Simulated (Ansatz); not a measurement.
Two isomers of FH7OSi3: A = `O[SiH](F)[SiH2][SiH3]`, B = `O[Si](F)([SiH3])[SiH3]`.

Computed with Ansatz on PBE0-D4/def2-TZVP structures; ΔE is electronic, products minus reactants. CCSD(T)/CBS adds triple-zeta CCSD(T) − MP2 to the extrapolated MP2 energy (def2 sets, frozen cores). DFT in def2-TZVPP. B3LYP here is the variant with VWN-RPA as its local correlation; programs differ in this. One conformer a species, not always the lowest.

Question: Which isomer does CCSD(T)/CBS put lower? Give the gap. (Best estimate.)

Answer: The calculation gave: A, by 15.8 kJ/mol.

Question: Give E(B) − E(A) in kJ/mol with PBE-D4, B3LYP, CCSD(T)/def2-SVP, ωB97M-V, PBE0-D4, CCSD/def2-TZVPP, LDA (SPW92). (An estimate is asked.)

Answer: The calculation gave: PBE-D4 13.0, B3LYP 13.4, CCSD(T)/def2-SVP 17.3, ωB97M-V 14.7, PBE0-D4 14.8, CCSD/def2-TZVPP 16.2, LDA (SPW92) 13.4. None reverses the order clearly.

Question: Does the order hold for the free energy at 298.15 K (harmonic terms from PBE0-D4)? (Best estimate.)

Answer: Computed: Yes: G(B) − G(A) = +14.1 kJ/mol, for one conformer each. Modes under 60 cm⁻¹, often nearly free rotors, make the harmonic entropy too high.

Largest T1 diagnostic: 0.013.

Leaving LDA and LC-ωPBE aside and taking each functional with its dispersion term where it has one, the values, not all of them listed here, spread over 6.9 kJ/mol, from BLYP-D4 to PBE-QIDH.
